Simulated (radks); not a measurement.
Initial-state core-level shifts of the zirconium ion Zr+ when its valence configuration changes from [Kr] 4d2 5s1. All-electron calculation, Dirac Kohn-Sham, PBE, spin-unpolarised, spherical densities, finite nucleus; open shells fill j = l - 1/2 first; Fermi nuclear charge, rms radius 4.2694 fm. Program: a radial shooting solver on a logarithmic mesh with Libxc functionals. Shifts are changes of the shell-averaged eigenvalues in eV (positive: less bound); the change of the density at the nucleus, which sets a Mossbauer isomer shift, is in e/bohr^3, on a base of 7.474e+04.

valence              2s      2p      3s      4s  density at nucleus
4d2 5s0.5 5p0.5  -0.558  -0.557  -0.562  -0.558              -5.369
4d1 5s2          -3.583  -3.564  -3.491  -3.158             +15.525
4d1 5s1 5p1      -4.712  -4.691  -4.625  -4.263              +3.859
4d2.5 5p0.5      +1.029  +1.021  +0.993  +0.883             -11.809
4d2 5p1          -1.108  -1.107  -1.118  -1.108             -10.881
4d1.5 5s1 5p0.5  -2.287  -2.277  -2.250  -2.095              +1.802
5s1 5p2          -9.919  -9.872  -9.687  -8.740              +8.773
5s2 5p1          -8.822  -8.779  -8.588  -7.694             +21.951
4d3              +2.996  +2.980  +2.944  +2.755             -12.523
